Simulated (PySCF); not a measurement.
# Excitation energy of Si⁺ by level of theory

Si⁺ [Ne] 3s2 3p1 (2P) → Si⁺ [Ne] 3s1 3p2 (4P), as a difference of total energies. All numbers are calculated (PySCF 2.14, the non-relativistic Hamiltonian (point nucleus), in dyall-av2z). Correlated levels: valence: [Ne] frozen; virtual orbitals above 40 to 60 times the deepest correlated orbital energy dropped. The calculations carry no spin-orbit coupling.

| method | excitation energy (eV) |
| --- | --- |
| UHF | 3.911 |
| LDA | 5.376 |
| PBE | 5.246 |
| PBE0 | 5.088 |
| r2SCAN | 4.675 |
| B3LYP | 5.507 |
| wB97X-V | 5.308 |
| PW91 | 5.245 |
| BP86 | 5.288 |
| MP2 (valence) | 4.671 |
| SCS-MP2 (valence) | 4.959 |

Problem. How much does correlation contribute at MP2 (valence)?

Solution. 4.671 − (3.911) = 0.760 eV, measured against UHF.

Errors of the correlated levels include the incompleteness of this basis and the frozen core.

For comparison: 5.308 eV (measured; NIST levels, between the centres of gravity of the two terms).
